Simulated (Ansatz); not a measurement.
Born–Oppenheimer molecular dynamics of C3H6O2Si (12 atoms, charge 0, multiplicity 1). It starts at the highest image of a converged band, a first-order saddle point between two minima.

Computed with Ansatz, RKS PBE0-D4/6-31G.

* ensemble: NVE (velocity Verlet)
* time step: 0.5 fs
* steps asked: 200
* starting velocities drawn for: 100 K
* seed: 11267

First frame:

```xyz
12
Properties=species:S:1:pos:R:3
C -1.807 -1.264 0.516
C -0.713 -0.679 0.041
C 0.748 -0.758 0.451
Si 1.079 0.477 -1.015
O 1.364 2.256 -0.391
O -0.702 0.211 -1.066
H -1.752 -1.940 1.360
H -2.775 -1.078 0.066
H 0.978 -0.343 1.437
H 1.192 -1.754 0.362
H 1.738 1.877 -1.625
H 0.728 2.942 -0.102
```

(1) How far do the bonds stretch over the last three quarters of this one trajectory? (Pairs bonded in most of those frames.)

Answers

(1) 
```csv
bond,mean (Å),spread (Å),shortest,longest
C1–C2,1.333,0.008,1.32,1.35
C1–H7,1.084,0.010,1.06,1.10
C1–H8,1.084,0.013,1.06,1.11
C2–C3,1.513,0.007,1.49,1.52
C2–O6,1.418,0.012,1.40,1.44
C3–Si4,2.013,0.070,1.92,2.12
C3–H9,1.099,0.010,1.08,1.12
C3–H10,1.096,0.022,1.06,1.14
Si4–O6,1.829,0.060,1.72,1.91
O5–H11,0.984,0.056,0.89,1.09
O5–H12,0.986,0.045,0.89,1.08
```

Mean temperature of the second half: 521 K. The conserved energy stayed within 0.39 meV per atom of its start (net change 0.026 meV per atom), so the integration is sound. The system heated up, since it started high on the potential surface and ran downhill. A run of 0.1 ps of so small a system gives no equilibrium averages. The orbitals stay closed-shell, which can raise the energy where a bond breaks towards radicals; this wasn't checked here. Limits of this set-up: no polarisation functions.

The run took 8.1 min on 1 thread of Intel(R) Xeon(R) 6975P-C (Granite Rapids), on a shared host, peak memory 0.18 GiB.
